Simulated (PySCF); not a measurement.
`CC=C=C(C)[Se]C`, C$_{6}$H$_{10}$Se

Cartesian coordinates in Å; atom numbers follow the order of the lines, from 1:
```xyz
17

C    -2.6312   -0.7537    0.3701
C    -1.5614   -0.1634   -0.5002
C    -0.5455    0.5534   -0.0765
C     0.4677    1.2572    0.3640
C     0.4698    2.7509    0.5202
Se    2.1273    0.4342    0.8718
C     1.6481   -1.4110    0.5491
H    -2.4655   -0.5132    1.4292
H    -2.6621   -1.8508    0.2626
H    -3.6264   -0.3783    0.0796
H    -1.6499   -0.3489   -1.5810
H     1.2540    3.2082   -0.1046
H    -0.5009    3.1715    0.2249
H     0.6720    3.0341    1.5657
H     0.7892   -1.6950    1.1716
H     2.5226   -2.0159    0.8239
H     1.4074   -1.5642   -0.5110
```

Theory: PySCF, TDDFT CAM-B3LYP/aug-cc-pVDZ circular dichroism and optical rotation, one conformer, gas phase. Geometry: PBE0-D3(BJ)/def2-SVP.

The calculation is non-relativistic, which matters for the atoms heavier than Zn. No stereocentre is labelled: unless the shape is locked (an allene, a helicene, a hindered biaryl), the mirror image is equally populated and a measured rotation or CD is zero.

Task: List the lowest 12 singlet excitations with oscillator and rotatory strengths.

Result: Rotatory strengths R in 10⁻⁴⁰ esu² cm², velocity form and length form (origin at the centre of mass); f in length form.
```
state  E (eV)  λ (nm)       f  R (velocity)  R (length)                                   main
    1    4.21     294  0.0003          +0.4        +0.4     HOMO→LUMO+1 0.39, HOMO→LUMO+4 0.30
    2    5.00     248   0.006         +28.8       +29.0       HOMO→LUMO 0.46, HOMO→LUMO+4 0.22
    3    5.15     241   0.023         -21.8       -21.9     HOMO→LUMO+2 0.26, HOMO→LUMO+1 0.19
    4    5.53     224   0.144         -25.7       -26.0     HOMO→LUMO+2 0.38, HOMO→LUMO+3 0.12
    5    5.79     214   0.004         +10.4       +10.9     HOMO→LUMO+3 0.55, HOMO→LUMO+4 0.09
    6    5.88     211  0.0005         +12.7       +12.8  HOMO−1→LUMO 0.31, HOMO−1→LUMO+11 0.17
    7    5.95     208   0.003          -3.6        -3.8     HOMO→LUMO+1 0.24, HOMO→LUMO+7 0.09
    8    6.02     206   0.020         -11.8       -11.8     HOMO→LUMO+8 0.15, HOMO→LUMO+7 0.14
    9    6.30     197   0.008          +4.0        +4.1    HOMO→LUMO+7 0.15, HOMO→LUMO+10 0.13
   10    6.41     193   0.041         +25.8       +26.3     HOMO→LUMO+8 0.27, HOMO→LUMO+6 0.16
   11    6.46     192   0.012         -13.6       -13.7     HOMO→LUMO+6 0.20, HOMO−1→LUMO 0.19
   12    6.47     192   0.064         -14.0       -14.4     HOMO→LUMO+8 0.14, HOMO−1→LUMO 0.14
```

Among the states computed, the strongest CD band (largest |R|) is state 2. The largest dissymmetry factor in size, g = 4R/(D+G), with D and G the electric and magnetic dipole strengths, is +0.22 for state 6 (velocity form, f = 0.0005), among bands with |R| over 0.5. The mirror image has the same energies and oscillator strengths and all R with the opposite sign.
